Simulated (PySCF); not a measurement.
Si(CCH)(Cl)2(Me) (C₃H₄Cl₂Si), SMILES C[Si](Cl)(C#C)Cl.

Geometry optimised at PBE0-D3(BJ)/def2-SVP.

Vertical ionisation energy (IE) and electron affinity (EA) in eV. Rows of orbital energies are one-electron estimates. Where ΔSCF, EOM or ADC give a negative EA the extra electron is unbound and the value depends on the basis.

| level | IE | EA |
|---|---|---|
| −ε(HOMO), −ε(LUMO), PBE0/def2-TZVP (PySCF) | 8.58 | 0.66 |
| −ε(HOMO), −ε(LUMO), PBE/def2-TZVP (PySCF) | 7.32 | 1.59 |
